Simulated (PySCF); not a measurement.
## GeH and its ions

PW91; Ge def2-TZVPPD, H def2-TZVPPD; no relativity (PySCF 2.14). Neutral (UKS): doublet (π ↑), Re = 1.614 Å, ωe = 1830 cm⁻¹, De = 2.95 eV, HOMO -4.31 eV, LUMO -4.13 eV.

GeH⁻ (UKS): triplet (π ↑↑), Re = 1.648 Å, ωe = 1620 cm⁻¹. The energies at the minima are -2077.67570 hartree for GeH and -2077.71273 for GeH⁻.

Problem. Work out the adiabatic electron affinity, without and with harmonic zero-point energies (1 hartree = 27.2114 eV, 1 eV = 8065.5 cm⁻¹), and the change of the bond length.

Solution. At PW91: 0.03703 hartree = 1.008 eV between the minima; the zero-point term (1830.0 − 1620.0)/2 cm⁻¹ = +0.013 eV makes it 1.021 eV. Re changes by +3.4 pm against the neutral. The electron enters a π orbital, which is non-bonding in a hydride.

Spin–orbit coupling is left out. The highest Kohn–Sham level is positive in this anion. Much of that is self-interaction error, but it also means that the finite basis helps to hold the extra electron. States were picked by a PBE0 search and need not be the measured ground states.
